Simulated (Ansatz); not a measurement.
Ansatz (a first-principles code) input (B3LYP/6-31G*):

Ansatz 0.2 input:
```yaml
crystal:
  periodic: [false, false, false]
  atoms:
    - {symbol: N, position_ang: [-0.64501124, 1.46873910, -0.66897407]}
    - {symbol: Si, position_ang: [-0.18999647, -0.03613679, -0.08840775]}
    - {symbol: N, position_ang: [-1.15364577, -0.59294968, 1.16219188]}
    - {symbol: O, position_ang: [0.47601357, -1.21549172, -0.99606341]}
    - {symbol: O, position_ang: [1.52908049, 0.37449237, 0.56643466]}
    - {symbol: H, position_ang: [-0.03374744, 2.07474183, -1.20380351]}
    - {symbol: H, position_ang: [-1.61617601, 1.75333652, -0.71968422]}
    - {symbol: H, position_ang: [-1.74490955, 0.00056075, 1.73145295]}
    - {symbol: H, position_ang: [-1.27419805, -1.57937823, 1.36011042]}
    - {symbol: H, position_ang: [0.04161074, -1.53855849, -1.79941786]}
    - {symbol: H, position_ang: [2.20588627, -0.30582859, 0.37110284]}
    - {symbol: H, position_ang: [1.63133138, 0.69850990, 1.48245306]}
basis:
  gaussian:
    orbitals: 6-31G*
hamiltonian:
  xc: {name: B3LYP}
total_charge: 1
phonons: {temperatures: {t_min: 298.15, t_max: 298.15, t_step: 100}}
```

Output:

```
Functional definition: B3LYP
integrals: 0.05 GiB planned
1004 factors; integrals over basis functions are off by at most 3.8e-4 eV
mean field: 0.36 GiB planned
mean field evaluation 1: about -15036.8760 eV, gradient 1.2e2 eV
mean field evaluation 2: about -15014.1497 eV, gradient 1.6e2 eV
mean field evaluation 4: about -15062.1835 eV, gradient 7.6e0 eV
mean field evaluation 8: about -15062.2980 eV, gradient 6.1e-2 eV
mean field -15062.29800929 eV, -553.5292422491 hartree, gradient 3.0e-5 eV, S^2 0.000000; 0 other end points of the search recorded, 0 dependent functions left out
the calculation of the forces begins
reference -15062.29823160 eV, -553.5292504188 hartree; 25, 25 occupied and 68, 68 virtual orbitals, 1004 factors
these checks for a lower state are left out or cut short: stability, starts, cluster_reference, orbital_swaps, neighbouring_geometries, increment
integrals: 0.05 GiB planned
1004 factors; integrals over basis functions are off by at most 3.9e-4 eV
mean field: 0.36 GiB planned
mean field evaluation 16: about -15062.2853 eV, gradient 1.6e-1 eV
mean field -15062.29779656 eV, -553.5292344314 hartree, gradient 1.9e-6 eV, S^2 0.000000; 0 other end points of the search recorded, 0 dependent functions left out
the calculation of the forces begins
reference -15062.29801887 eV, -553.5292426014 hartree; 25, 25 occupied and 68, 68 virtual orbitals, 1004 factors
these checks for a lower state are left out or cut short: stability, starts, cluster_reference, orbital_swaps, neighbouring_geometries, increment
integrals: 0.05 GiB planned
1004 factors; integrals over basis functions are off by at most 3.8e-4 eV
mean field: 0.36 GiB planned
mean field -15062.29779847 eV, -553.5292345015 hartree, gradient 2.1e-6 eV, S^2 0.000000; 0 other end points of the search recorded, 0 dependent functions left out
the calculation of the forces begins
reference -15062.29802076 eV, -553.5292426707 hartree; 25, 25 occupied and 68, 68 virtual orbitals, 1004 factors
these checks for a lower state are left out or cut short: stability, starts, cluster_reference, orbital_swaps, neighbouring_geometries, increment
integrals: 0.05 GiB planned
1004 factors; integrals over basis functions are off by at most 3.8e-4 eV
mean field: 0.36 GiB planned
mean field evaluation 32: about -15062.2978 eV, gradient 1.7e-6 eV
mean field -15062.29784815 eV, -553.5292363274 hartree, gradient 1.7e-6 eV, S^2 0.000000; 0 other end points of the search recorded, 0 dependent functions left out
the calculation of the forces begins
reference -15062.29807041 eV, -553.5292444952 hartree; 25, 25 occupied and 68, 68 virtual orbitals, 1004 factors
these checks for a lower state are left out or cut short: stability, starts, cluster_reference, orbital_swaps, neighbouring_geometries, increment
integrals: 0.05 GiB planned
1004 factors; integrals over basis functions are off by at most 3.8e-4 eV
mean field: 0.36 GiB planned
mean field -15062.29784634 eV, -553.5292362608 hartree, gradient 1.6e-6 eV, S^2 0.000000; 0 other end points of the search recorded, 0 dependent functions left out
the calculation of the forces begins
reference -15062.29806869 eV, -553.5292444322 hartree; 25, 25 occupied and 68, 68 virtual orbitals, 1004 factors
these checks for a lower state are left out or cut short: stability, starts, cluster_reference, orbital_swaps, neighbouring_geometries, increment
integrals: 0.05 GiB planned
1004 factors; integrals over basis functions are off by at most 3.8e-4 eV
mean field: 0.36 GiB planned
mean field -15062.29794229 eV, -553.5292397870 hartree, gradient 1.7e-6 eV, S^2 0.000000; 0 other end points of the search recorded, 0 dependent functions left out
the calculation of the forces begins
reference -15062.29816462 eV, -553.5292479574 hartree; 25, 25 occupied and 68, 68 virtual orbitals, 1004 factors
these checks for a lower state are left out or cut short: stability, starts, cluster_reference, orbital_swaps, neighbouring_geometries, increment
integrals: 0.05 GiB planned
1004 factors; integrals over basis functions are off by at most 3.8e-4 eV
mean field: 0.36 GiB planned
mean field -15062.29794272 eV, -553.5292398026 hartree, gradient 2.2e-6 eV, S^2 0.000000; 0 other end points of the search recorded, 0 dependent functions left out
the calculation of the forces begins
reference -15062.29816500 eV, -553.5292479715 hartree; 25, 25 occupied and 68, 68 virtual orbitals, 1004 factors
these checks for a lower state are left out or cut short: stability, starts, cluster_reference, orbital_swaps, neighbouring_geometries, increment
integrals: 0.05 GiB planned
1004 factors; integrals over basis functions are off by at most 3.8e-4 eV
mean field: 0.36 GiB planned
mean field -15062.29790113 eV, -553.5292382744 hartree, gradient 2.6e-6 eV, S^2 0.000000; 0 other end points of the search recorded, 0 dependent functions left out
[...]
integrals: 0.05 GiB planned
1004 factors; integrals over basis functions are off by at most 3.8e-4 eV
mean field: 0.36 GiB planned
mean field -15062.29793298 eV, -553.5292394448 hartree, gradient 2.6e-6 eV, S^2 0.000000; 0 other end points of the search recorded, 0 dependent functions left out
the calculation of the forces begins
reference -15062.29815531 eV, -553.5292476154 hartree; 25, 25 occupied and 68, 68 virtual orbitals, 1004 factors
these checks for a lower state are left out or cut short: stability, starts, cluster_reference, orbital_swaps, neighbouring_geometries, increment
integrals: 0.05 GiB planned
1004 factors; integrals over basis functions are off by at most 3.8e-4 eV
mean field: 0.36 GiB planned
mean field evaluation 384: about -15062.2979 eV, gradient 3.5e-5 eV
mean field -15062.29793355 eV, -553.5292394657 hartree, gradient 1.0e-6 eV, S^2 0.000000; 0 other end points of the search recorded, 0 dependent functions left out
the calculation of the forces begins
reference -15062.29815583 eV, -553.5292476344 hartree; 25, 25 occupied and 68, 68 virtual orbitals, 1004 factors
these checks for a lower state are left out or cut short: stability, starts, cluster_reference, orbital_swaps, neighbouring_geometries, increment
integrals: 0.05 GiB planned
1004 factors; integrals over basis functions are off by at most 3.8e-4 eV
mean field: 0.36 GiB planned
mean field -15062.29793727 eV, -553.5292396025 hartree, gradient 1.2e-6 eV, S^2 0.000000; 0 other end points of the search recorded, 0 dependent functions left out
the calculation of the forces begins
reference -15062.29815955 eV, -553.5292477712 hartree; 25, 25 occupied and 68, 68 virtual orbitals, 1004 factors
these checks for a lower state are left out or cut short: stability, starts, cluster_reference, orbital_swaps, neighbouring_geometries, increment
integrals: 0.05 GiB planned
1004 factors; integrals over basis functions are off by at most 3.8e-4 eV
mean field: 0.36 GiB planned
mean field -15062.29793645 eV, -553.5292395723 hartree, gradient 2.9e-6 eV, S^2 0.000000; 0 other end points of the search recorded, 0 dependent functions left out
the calculation of the forces begins
reference -15062.29815878 eV, -553.5292477428 hartree; 25, 25 occupied and 68, 68 virtual orbitals, 1004 factors
these checks for a lower state are left out or cut short: stability, starts, cluster_reference, orbital_swaps, neighbouring_geometries, increment
integrals: 0.05 GiB planned
1004 factors; integrals over basis functions are off by at most 3.8e-4 eV
mean field: 0.36 GiB planned
mean field -15062.29799132 eV, -553.5292415887 hartree, gradient 1.3e-6 eV, S^2 0.000000; 0 other end points of the search recorded, 0 dependent functions left out
the calculation of the forces begins
reference -15062.29821363 eV, -553.5292497584 hartree; 25, 25 occupied and 68, 68 virtual orbitals, 1004 factors
these checks for a lower state are left out or cut short: stability, starts, cluster_reference, orbital_swaps, neighbouring_geometries, increment
integrals: 0.05 GiB planned
1004 factors; integrals over basis functions are off by at most 3.8e-4 eV
mean field: 0.36 GiB planned
mean field -15062.29798909 eV, -553.5292415068 hartree, gradient 1.8e-6 eV, S^2 0.000000; 0 other end points of the search recorded, 0 dependent functions left out
the calculation of the forces begins
reference -15062.29821139 eV, -553.5292496763 hartree; 25, 25 occupied and 68, 68 virtual orbitals, 1004 factors
these checks for a lower state are left out or cut short: stability, starts, cluster_reference, orbital_swaps, neighbouring_geometries, increment
integrals: 0.05 GiB planned
1004 factors; integrals over basis functions are off by at most 3.8e-4 eV
mean field: 0.36 GiB planned
mean field evaluation 416: about -15062.2980 eV, gradient 1.3e-6 eV
mean field -15062.29799389 eV, -553.5292416833 hartree, gradient 1.3e-6 eV, S^2 0.000000; 0 other end points of the search recorded, 0 dependent functions left out
the calculation of the forces begins
reference -15062.29821621 eV, -553.5292498532 hartree; 25, 25 occupied and 68, 68 virtual orbitals, 1004 factors
these checks for a lower state are left out or cut short: stability, starts, cluster_reference, orbital_swaps, neighbouring_geometries, increment
integrals: 0.05 GiB planned
1004 factors; integrals over basis functions are off by at most 3.8e-4 eV
mean field: 0.36 GiB planned
mean field -15062.29799406 eV, -553.5292416893 hartree, gradient 1.6e-6 eV, S^2 0.000000; 0 other end points of the search recorded, 0 dependent functions left out
the calculation of the forces begins
reference -15062.29821636 eV, -553.5292498586 hartree; 25, 25 occupied and 68, 68 virtual orbitals, 1004 factors
these checks for a lower state are left out or cut short: stability, starts, cluster_reference, orbital_swaps, neighbouring_geometries, increment
integrals: 0.05 GiB planned
1004 factors; integrals over basis functions are off by at most 3.8e-4 eV
mean field: 0.36 GiB planned
mean field -15062.29798630 eV, -553.5292414042 hartree, gradient 2.8e-6 eV, S^2 0.000000; 0 other end points of the search recorded, 0 dependent functions left out
the calculation of the forces begins
reference -15062.29820860 eV, -553.5292495736 hartree; 25, 25 occupied and 68, 68 virtual orbitals, 1004 factors
these checks for a lower state are left out or cut short: stability, starts, cluster_reference, orbital_swaps, neighbouring_geometries, increment
integrals: 0.05 GiB planned
1004 factors; integrals over basis functions are off by at most 3.8e-4 eV
mean field: 0.36 GiB planned
mean field -15062.29798620 eV, -553.5292414007 hartree, gradient 2.1e-6 eV, S^2 0.000000; 0 other end points of the search recorded, 0 dependent functions left out
the calculation of the forces begins
reference -15062.29820852 eV, -553.5292495705 hartree; 25, 25 occupied and 68, 68 virtual orbitals, 1004 factors
these checks for a lower state are left out or cut short: stability, starts, cluster_reference, orbital_swaps, neighbouring_geometries, increment
integrals: 0.05 GiB planned
1004 factors; integrals over basis functions are off by at most 3.8e-4 eV
mean field: 0.36 GiB planned
mean field -15062.29787714 eV, -553.5292373929 hartree, gradient 7.5e-7 eV, S^2 0.000000; 0 other end points of the search recorded, 0 dependent functions left out
the calculation of the forces begins
reference -15062.29809949 eV, -553.5292455639 hartree; 25, 25 occupied and 68, 68 virtual orbitals, 1004 factors
these checks for a lower state are left out or cut short: stability, starts, cluster_reference, orbital_swaps, neighbouring_geometries, increment
integrals: 0.05 GiB planned
1004 factors; integrals over basis functions are off by at most 3.8e-4 eV
mean field: 0.36 GiB planned
mean field -15062.29787882 eV, -553.5292374543 hartree, gradient 1.5e-6 eV, S^2 0.000000; 0 other end points of the search recorded, 0 dependent functions left out
the calculation of the forces begins
reference -15062.29810109 eV, -553.5292456226 hartree; 25, 25 occupied and 68, 68 virtual orbitals, 1004 factors
Total energy: -15062.29823160 eV, -553.5292504188 hartree
Atom 0 at    -0.645011     1.468739    -0.668974 Å, force    -0.000645     0.000172    -0.000072 eV/Å
Atom 1 at    -0.189996    -0.036137    -0.088408 Å, force     0.000614     0.000043     0.000025 eV/Å
Atom 2 at    -1.153646    -0.592950     1.162192 Å, force     0.000221    -0.000598    -0.000105 eV/Å
Atom 3 at     0.476014    -1.215492    -0.996063 Å, force    -0.000577     0.000006     0.000014 eV/Å
Atom 4 at     1.529080     0.374492     0.566435 Å, force     0.000540    -0.000221     0.000337 eV/Å
Atom 5 at    -0.033747     2.074742    -1.203804 Å, force     0.000030    -0.000091     0.000176 eV/Å
Atom 6 at    -1.616176     1.753337    -0.719684 Å, force     0.000072     0.000053    -0.000081 eV/Å
Atom 7 at    -1.744910     0.000561     1.731453 Å, force     0.000059     0.000177    -0.000103 eV/Å
Atom 8 at    -1.274198    -1.579378     1.360110 Å, force    -0.000234     0.000160     0.000039 eV/Å
Atom 9 at     0.041611    -1.538558    -1.799418 Å, force     0.000120     0.000024    -0.000055 eV/Å
Atom 10 at     2.205886    -0.305829     0.371103 Å, force    -0.000183     0.000230     0.000428 eV/Å
Atom 11 at     1.631331     0.698510     1.482453 Å, force    -0.000018     0.000043    -0.000603 eV/Å
Dipole moment:     0.219659     0.126462     0.288973 e Å
Vibrations: 131.94 201.73 221.50 254.61 284.51 307.78 334.52 379.90 430.56 456.29 461.59 498.58 544.60 777.34 783.78 812.16 835.91 872.85 1031.81 1061.74 1612.32 1621.82 1659.58 3576.57 3581.03 3645.54 3667.29 3671.02 3744.61 3809.22 cm⁻¹, zero-point energy 2.558580 eV
```

The blocks after the first are displaced geometries, from whose forces the wavenumbers follow.

The dipole moment of an ion depends on the origin.
